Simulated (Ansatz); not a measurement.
C₃H₆AlF (`F[C@H]1C[C@@H]1[AlH2]`), charge 0, multiplicity 1.

**Question.** Give a relaxed structure at PBE0-D4/def2-TZVP (the Gaussian-basis code of Ansatz). (An estimate is asked.)

**Answer.** Computed: 
```xyz
11

F    -1.1655   -0.9534    1.9100
C    -0.8239   -0.6730    0.6171
C    -1.0602    0.6934    0.1360
C     0.3745    0.2041    0.4025
Al    1.6134   -0.1007   -1.0481
H    -1.0125   -1.5286   -0.0231
H    -1.4722    1.3906    0.8551
H    -1.3930    0.8400   -0.8855
H     0.7631    0.5811    1.3452
H     3.1564    0.2402   -0.9108
H     1.0200   -0.6937   -2.3983
```
This is one stationary point; other conformers may exist.
